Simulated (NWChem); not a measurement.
System: BeSiNH5; SMILES [NH2][Be][SiH3]

Input file for NWChem:

```
start job
memory heap 200 mb stack 900 mb global 1100 mb
geometry units angstroms noautosym nocenter noautoz
  Be    -0.008709    -0.773058     0.006894
  N      0.000356    -2.281064     0.000550
  H     -0.828457    -2.882849    -0.000290
  H      0.835077    -2.874607    -0.000296
  Si    -0.010014     1.396750     0.005452
  H     -0.948084     1.981461    -1.025233
  H      1.357734     1.958286    -0.312682
  H     -0.410815     1.999323     1.331502
end
basis spherical
  Be library sadlej_pvtz
  N library sadlej_pvtz
  H library sadlej_pvtz
  Si library sadlej_pvtz
end
dft
  xc pbe0
  iterations 150
end
property
  response 1 0.0428
end
task dft property
```

Output (shortened):

```
             Northwest Computational Chemistry Package (NWChem) 7.3.0
             --------------------------------------------------------

                             Geometry "geometry" -> ""
                             -------------------------

 Output coordinates in angstroms (scale by  1.889725989 to convert to a.u.)

  No.       Tag          Charge          X              Y              Z
 ---- ---------------- ---------- -------------- -------------- --------------
    1 Be                   4.0000    -0.00870900    -0.77305800     0.00689400
    2 N                    7.0000     0.00035600    -2.28106400     0.00055000
    3 H                    1.0000    -0.82845700    -2.88284900    -0.00029000
    4 H                    1.0000     0.83507700    -2.87460700    -0.00029600
    5 Si                  14.0000    -0.01001400     1.39675000     0.00545200
    6 H                    1.0000    -0.94808400     1.98146100    -1.02523300
    7 H                    1.0000     1.35773400     1.95828600    -0.31268200
    8 H                    1.0000    -0.41081500     1.99932300     1.33150200

 Effective nuclear repulsion energy (a.u.)      70.9253734389

                              NWChem Property Module
                              ----------------------

                                 NWChem DFT Module
                                 -----------------

 Summary of "ao basis" -> "ao basis" (spherical)
 ------------------------------------------------------------------------------
       Tag                 Description            Shells   Functions and Types
 ---------------- ------------------------------  ------  ---------------------
 Be                       sadlej pvtz               10       24   5s3p2d
 N                        sadlej pvtz               10       24   5s3p2d
 H                        sadlej pvtz                5        9   3s2p
 Si                       sadlej pvtz               14       32   7s5p2d

            General Information
            -------------------
          SCF calculation type: DFT
          Wavefunction type:  closed shell.
          No. of atoms     :     8
          No. of electrons :    30
           Alpha electrons :    15
            Beta electrons :    15
          Charge           :     0
          Spin multiplicity:     1
          Use of symmetry is: off; symmetry adaption is: off
          Maximum number of iterations: 150
          AO basis - number of functions:   125
                     number of shells:    59
          Convergence on energy requested:  1.00D-06
          Convergence on density requested:  1.00D-05
          Convergence on gradient requested:  5.00D-04

              XC Information
              --------------
                         PBE0 Method XC Functional
                     Hartree-Fock (Exact) Exchange  0.250
          PerdewBurkeErnzerhof Exchange Functional  0.750
            Perdew 1991 LDA Correlation Functional  1.000 local
           PerdewBurkeErnz. Correlation Functional  1.000 non-local

             Grid Information
             ----------------
          Grid used for XC integration:  medium
          Radial quadrature: Mura-Knowles
          Angular quadrature: Lebedev.
          Tag              B.-S. Rad. Rad. Pts. Rad. Cut. Ang. Pts.
          ---              ---------- --------- --------- ---------
          Be                  1.05       49          21.0       434
          N                   0.65       49          15.0       434
          H                   0.35       45          18.0       434
          Si                  1.10       88          18.0       590
          Grid pruning is: on
          Number of quadrature shells:   411
          Spatial weights used:  Erf1

      Superposition of Atomic Density Guess
      -------------------------------------

 Sum of atomic energies:        -360.21425166

      Non-variational initial energy
      ------------------------------

 Total energy =    -361.158732
 1-e energy   =    -635.941078
 2-e energy   =     203.856972
 HOMO         =      -0.349805
 LUMO         =      -0.008512

   convergence    iter        energy       DeltaE   RMS-Dens  Diis-err
 ---------------- ----- ----------------- --------- --------- ---------
 d= 0,ls=0.0,diis     1   -361.7508415533 -4.33D+02  1.33D-02  6.38D-01
 d= 0,ls=0.0,diis     2   -361.7131746406  3.77D-02  6.42D-03  8.58D-01
 d= 0,ls=0.0,diis     3   -361.8135507160 -1.00D-01  1.48D-03  4.83D-02
 d= 0,ls=0.0,diis     4   -361.8189201129 -5.37D-03  4.10D-04  7.41D-04
 d= 0,ls=0.0,diis     5   -361.8190506015 -1.30D-04  6.66D-05  5.52D-05
  Resetting Diis
 d= 0,ls=0.0,diis     6   -361.8190570021 -6.40D-06  9.82D-06  3.10D-07
 d= 0,ls=0.0,diis     7   -361.8190570484 -4.63D-08  4.10D-06  2.47D-08

         Total DFT energy =     -361.819057048445
      One electron energy =     -639.192449149726
           Coulomb energy =      238.767865092254
    Exchange-Corr. energy =      -32.319846429866
 Nuclear repulsion energy =       70.925373438892

 Numeric. integr. density =       29.999976174955

                       DFT Final Molecular Orbital Analysis
                       ------------------------------------

 Vector   13  Occ=2.000000D+00  E=-3.412871D-01
              MO Center=  3.5D-01,  1.8D+00, -3.0D-01, r^2= 2.2D+00
   Bfn.  Coefficient  Atom+Function         Bfn.  Coefficient  Atom+Function
  ----- ------------  ---------------      ----- ------------  ---------------
   108      0.415725  7 H  s                 80      0.302330  5 Si px
    99     -0.296845  6 H  s                 83      0.282552  5 Si px
   110     -0.280637  7 H  s                101      0.203109  6 H  s
    74     -0.171744  5 Si px                77      0.141134  5 Si px
   117     -0.122673  8 H  s                 86      0.111724  5 Si px

 Vector   14  Occ=2.000000D+00  E=-2.896427D-01
              MO Center= -7.2D-03,  7.1D-01,  5.4D-03, r^2= 2.4D+00
   Bfn.  Coefficient  Atom+Function         Bfn.  Coefficient  Atom+Function
  ----- ------------  ---------------      ----- ------------  ---------------
     7      0.435838  1 Be py                81     -0.344764  5 Si py
     4      0.205158  1 Be s                  3      0.187408  1 Be s
    73     -0.180684  5 Si s                 75      0.180809  5 Si py
    51      0.174824  3 H  s                 60      0.173789  4 H  s
    10      0.165692  1 Be py                78     -0.147944  5 Si py

 Vector   15  Occ=2.000000D+00  E=-2.789742D-01
              MO Center= -4.1D-03, -2.1D+00,  2.9D-03, r^2= 1.4D+00
   Bfn.  Coefficient  Atom+Function         Bfn.  Coefficient  Atom+Function
  ----- ------------  ---------------      ----- ------------  ---------------
    32      0.625470  2 N  pz                 8      0.283466  1 Be pz
    35      0.258222  2 N  pz                11      0.102914  1 Be pz
   119      0.102011  8 H  s                 16     -0.098300  1 Be d -1
    88     -0.092925  5 Si pz               101     -0.079714  6 H  s
    85     -0.078811  5 Si pz               118      0.050805  8 H  s

 Vector   16  Occ=0.000000D+00  E=-3.092237D-02
              MO Center= -8.9D-02, -2.0D-01,  5.7D-02, r^2= 5.0D+00
   Bfn.  Coefficient  Atom+Function         Bfn.  Coefficient  Atom+Function
  ----- ------------  ---------------      ----- ------------  ---------------
     6      0.626986  1 Be px                 9      0.589757  1 Be px
    86     -0.418187  5 Si px               110      0.284377  7 H  s
    83     -0.263200  5 Si px               101     -0.180891  6 H  s
    20      0.167612  1 Be d -2              59     -0.166015  4 H  s
    50      0.163146  3 H  s                108     -0.163739  7 H  s

 Vector   17  Occ=0.000000D+00  E=-1.685748D-02
              MO Center=  1.8D-02, -1.9D+00,  3.8D-02, r^2= 1.6D+01
   Bfn.  Coefficient  Atom+Function         Bfn.  Coefficient  Atom+Function
  ----- ------------  ---------------      ----- ------------  ---------------
     5      2.517328  1 Be s                 73     -0.842897  5 Si s
     4      0.710442  1 Be s                 29     -0.593335  2 N  s
    87      0.523570  5 Si py                84      0.386269  5 Si py
   110     -0.377200  7 H  s                101     -0.362706  6 H  s
   119     -0.336733  8 H  s                 10      0.333499  1 Be py

 Vector   18  Occ=0.000000D+00  E=-1.184323D-02
              MO Center=  1.3D-01, -1.3D-02, -1.3D-01, r^2= 6.5D+00
   Bfn.  Coefficient  Atom+Function         Bfn.  Coefficient  Atom+Function
  ----- ------------  ---------------      ----- ------------  ---------------
    11      0.598165  1 Be pz                 8      0.507739  1 Be pz
    88     -0.371774  5 Si pz                85     -0.241053  5 Si pz
    32     -0.220006  2 N  pz                21      0.206926  1 Be d -1
   119      0.188561  8 H  s                 90     -0.172586  5 Si d -1
   117     -0.173227  8 H  s                 97     -0.141875  5 Si d  1

     Multipole analysis of the density
     ---------------------------------

     L   x y z        total         alpha         beta         nuclear
     -   - - -        -----         -----         ----         -------
     0   0 0 0     -0.000000    -15.000000    -15.000000     30.000000

     1   1 0 0     -0.004772      0.155486      0.155486     -0.315745
     1   0 1 0     -0.833811     -1.056043     -1.056043      1.278275
     1   0 0 1      0.005295     -0.092552     -0.092552      0.190399

     2   2 0 0    -19.220180    -17.281587    -17.281587     15.342994
     2   1 1 0      0.003355      0.408576      0.408576     -0.813798
     2   1 0 1     -0.000094      0.000923      0.000923     -0.001939
     2   0 2 0    -20.139791   -178.728658   -178.728658    337.317526
     2   0 1 1      0.000067     -0.172307     -0.172307      0.344682
     2   0 0 2    -22.264103    -16.350053    -16.350053     10.436003

 *** CALLING NEW AORESP DRIVER FOR CLOSED AND OPEN SHELLS ***
 Entering AOResponse driver routine

--------------------------------------------------------------------------------

          -----------------------------------------------
          Solving response equations for perturbing field
          -----------------------------------------------

 number of frequencies:     1
 frequency in a.u.:  0.4280000E-01
 Perturbing field: electric
 Using El. Dipole Length Gauge

 Setting up CPKS with frequency omega =      0.04280000 a.u.

                            NWChem Dynamic CPHF Module
                            --------------------------

    scftype = RHF
    nclosed =   15
      nopen =    0
  variables =     3300
  num. vecs =        3
  tolerance =   1.0D-04
  max. iter =   50

 SCF residual:    2.3038310165844156E-004

Iterative solution of linear equations
  No. of variables     3300
  No. of equations        3
  Maximum subspace       30
       Convergence  1.0D-04

   iter   nsub   residual    time
   ----  ------  --------  ---------
     1      3    2.59D+00      40.1
     2      6    8.97D-01      57.5
     3      9    6.44D-01      75.3
     4     12    3.29D-02      93.9
     5     15    1.91D-02     117.9
     6     18    2.15D-03     135.1
     7     21    2.99D-04     155.7
     8     24    4.52D-05     172.9

 Electric Dipole Response Matrix (nonzero elements):

              1        2        3
    1   54.5634   0.0202  -0.0010
    2    0.0202  74.9969  -0.0203
    3   -0.0010  -0.0203  55.3859

 ------------------------------------------
 average:        61.64873 + I       0.00000

 DFT Linear Response polarizability / au
 Frequency  =       0.0428000 / au
 Wavelength =    1064.5643224 / nm
              X              Y              Z
 -----------------------------------------------
 X      54.5634013      0.0201987     -0.0009884
 Y       0.0202340     74.9968931     -0.0203467
 Z      -0.0009915     -0.0203022     55.3858922
 -----------------------------------------------
 Eigenvalues =      54.5633802     74.9969342     55.3858722
 Isotropic   =      61.6487289
 Anisotropic =      20.0349741
 -----------------------------------------------

 Magnetic Dipole Response Matrix (nonzero elements):
```

Level: PBE0/Sadlej pVTZ. All runs use the structure optimised with PBE-D3(BJ)/def2-SVP.
